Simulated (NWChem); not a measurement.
Species: BHCl₂; SMILES ClBCl

Question: Give the equilibrium geometry at PBE0/def2-SVP (NWChem) as an XYZ file, with the point group.

Answer: point group C2v; any orientation.
```
4

B     -0.6922    -0.0065     0.0000
H     -1.8920    -0.0207     0.0000
Cl     0.1704     0.0037    -1.5101
Cl     0.1704     0.0037     1.5101
```
